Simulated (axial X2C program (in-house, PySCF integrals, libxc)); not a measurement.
Results of a calculation; reference values are marked as such.
LuCN⁺: input and output of an open-shell CI run

Program: an in-house all-electron X2C program for linear molecules (integrals from PySCF).

Input and command:
```json
{"zs": [71, 6, 7], "q": 1, "bas": ["dyall-v3z", "dyall-v3z", "dyall-v3z"], "r0": 2.22, "metal": 0, "shells": [[2, [0, 1, 2], 0], [0, [0], 1], [1, [1], 0]], "fix": 0, "emax": 3.2, "nroots": 6, "r2": 1.16}
```
```bash
python soci.py task.json out
```

Keys: zs atomic numbers; q charge; bas basis sets; r0 starting distance in Å; metal index of the metal atom; shells open shells as [l, |m| values, electrons]; fix electron count of the first shell held; emax energy window in eV; nroots roots for each Ω; r2 second bond in Å, held.

Output at Lu–C–N held linear, bonds 2.238 and 1.160 Å (the second held):

```
average of configuration d0 s1 p(π)0
basis functions 262  fitting functions 1430
iter      average energy  largest gradient
   1     -14647.282937428   5.84e+00
   2     -14648.153269505   9.40e-02
   3     -14648.168829904   7.95e-02
   4     -14648.168983873   1.78e-02
   5     -14648.169903501   9.84e-03
   6     -14648.169915697   7.04e-03
   7     -14648.169921665   2.71e-03
   8     -14648.169922234   5.11e-04
   9     -14648.169922355   1.31e-04
  10     -14648.169922362   3.48e-05
  11     -14648.169922363   1.61e-05
converged
CI levels
2*Omega        energy/Eh    cm-1   g(par)  dipole/D  leading shell counts
    1    -14648.16992236        0   2.000   -5.692  {'0 1 0': 1.0}
    3    -14648.12050170    10847   2.073   -7.170  {'1 0 0': 1.0}
    5    -14648.11403929    12265   6.002   -7.166  {'1 0 0': 1.0}
    1    -14648.11072959    12991   0.061   -6.122  {'1 0 0': 1.0}
    3    -14648.10554413    14129   3.927   -6.527  {'1 0 0': 1.0}
    1    -14648.08435713    18779   1.909   -3.562  {'1 0 0': 1.0}
```

Dipoles in the output refer to the first atom as origin, so for this ion they depend on that choice.

There is no dynamic correlation: spin–orbit spacings and, for f shells, spacings inside one term are the most reliable numbers, splittings between terms come out too wide, and energies between configurations are not reliable, so the lowest level need not be the ground state of the molecule. For d shells the ligand-field splittings (σ, π, δ) and their order can be off by a thousand cm⁻¹ or more. At most 6 roots were kept for each Ω > 0 (twice that for Ω = 0) within 3.2 eV of the lowest, so higher up levels can be missing between those listed; levels with Ω > 0 are doubly degenerate and listed once, Ω = 0 levels singly. Some active spinors are only partly of the character that their shell is named for, so the shell names and counts are nominal. States that fill the shells left empty in the average are placed too high. The molecule was held linear; bending was not examined.
